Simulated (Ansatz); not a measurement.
System: GaNH$_{4}$, charge 0, singlet. GaNH4 (SMILES [NH2][GaH2]).
B3LYP-D3(BJ)/def2-TZVP minimum from Ansatz (an electronic-structure program):
```
Ga
N 1 1.8237
H 2 1.0068 1 124.05
H 2 1.0068 3 111.90 1 180.00
H 1 1.5616 2 116.53 3 0.00
H 1 1.5616 5 126.93 2 180.00
```
Charge 0, spin multiplicity 1.

Wanted: atomisation energy (electronic, to ground-state atoms), in kJ/mol. UHF or UKS for unpaired electrons; spin-orbit terms are left out. Cores are frozen in correlated methods (noble-gas shells, and filled d and f shells in the p block). No relativity. CBS(X,Y): correlation extrapolated as X^-3, Hartree-Fock from the larger set (Q,5: extrapolated as (X+1)exp(-9√X)). A bracket is a step between two methods taken in the basis named. Double hybrids freeze cores in their MP2 part. Where a partner has so few electrons that a lower coupled-cluster level is exact, that level stands in.

CCSD(T)/CBS(cc-pVQZ,cc-pV5Z) + [CCSDT(Q) - CCSD(T)]/cc-pVTZ + [CCSDTQ - CCSDT(Q)]/cc-pVDZ (Ansatz) gives 1651.7 kJ/mol.

Problem. What does PBE/def2-TZVPD (Ansatz) give here, and how do the other levels compare?

Solution. PBE gives 1648.4 kJ/mol, 3.3 kJ/mol below it. Differences of the others: r2SCAN/def2-TZVPD (Ansatz) -8.3; wB97M-V/def2-TZVPD (Ansatz) 0.5; B2PLYP/def2-TZVPD (Ansatz) -29.2; CCSD(T)/CBS(cc-pVQZ,cc-pV5Z) (Ansatz) -0.7 kJ/mol.
